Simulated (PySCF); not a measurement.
**Ions at one geometry of LuSF**

PySCF 2.14.0, RKS PBE0, Lu def2-SVP with ECP28, S def2-SVP, F def2-SVP; non-relativistic Hamiltonian with scalar-relativistic core potentials where named; density fitting; no spin-orbit coupling; singlets restricted, open shells unrestricted. The geometry is relaxed for charge 0, singlet, vacuum:

```xyz
3

Lu   -0.1727    0.0000   -0.3643
S     1.7671    0.0000    0.8147
F    -1.7685    0.0000    0.7141
```

Energies count from the relaxed state; an electron taken off or put on is at rest in vacuum. Charges and spins are Mulliken's.

```json
{"state": "charge 0, singlet, vacuum", "energy (eV)": "0.00", "spin squared": "0.00", "charge on Lu1 (e)": "0.84", "spin on Lu1 (e)": "0.00", "dipole about the centre of mass (D)": "7.66"}
{"state": "charge +1, doublet, vacuum", "energy (eV)": "8.14", "spin squared": "0.75", "charge on Lu1 (e)": "1.38", "spin on Lu1 (e)": "0.03", "dipole about the centre of mass (D)": "5.30"}
```

What does the state charge -1, doublet, vacuum give?

energy (eV) -1.57, spin squared 0.75, charge on Lu1 (e) 0.07, spin on Lu1 (e) 0.97, dipole about the centre of mass (D) 4.39.

With an electron taken off (doublet) the charges change, summed by element, by Lu +0.54 e, S +0.39 e, F +0.07 e. The vertical ionisation energy is 8.14 eV, against −ε(HOMO) = 5.96 eV of the relaxed state. The level lies 2.2 eV too high, as is usual for semilocal functionals and global hybrids, which keep a self-interaction error.

With an electron put on (doublet) the charges change, summed by element, by Lu -0.77 e, S -0.20 e, F -0.04 e. The vertical electron affinity is 1.57 eV, against −ε(LUMO) = 3.01 eV of the relaxed state. The basis has no diffuse functions, which an added electron needs.

Open shells may have lower solutions than those found.
